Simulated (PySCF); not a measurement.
**Basis-set dependence of BSb at CCSD(T)**

PySCF, ROHF reference; triplet, unpaired electrons σ ↑, π ↑; De to B + Sb without counterpoise correction. Frozen cores follow the default of each basis and core potential.

```tsv
basis	relativity	functions	Re (Å)	ωe (cm⁻¹)	De (eV)	frozen orbitals
x2c-SVPall	spin-free X2C	50	2.079	670	1.92	19
aug-cc-pVDZ/aug-cc-pVDZ-PP	scalar-relativistic core potentials	55	2.103	640	1.82	5
x2c-TZVPPall	spin-free X2C	91	2.068	669	2.16	19
```

(1) How does each smaller set differ from the one with most functions, x2c-TZVPPall?

Correlated steps freeze the inner cores (5 to 19 orbitals); shallow outer-core shells are correlated. Correlated levels converge slowly with the basis: in double zeta they bind strong bonds too weakly, by up to about 1 eV, and carry superposition errors of some tenths. These are scalar-relativistic numbers at best; spin–orbit coupling would shift them, the dissociation energy most. The state is the lowest determinant that a PBE0 search found; another state may lie lower at other levels.

## Answers

(1) x2c-SVPall: +1.1 pm, +0.1 % in ωe, -0.24 eV in De; aug-cc-pVDZ/aug-cc-pVDZ-PP: +3.5 pm, -4.3 % in ωe, -0.34 eV in De. All at CCSD(T); the set with most functions is neither the basis-set limit nor always the best. The rows treat relativity differently, so the differences are not basis effects alone.
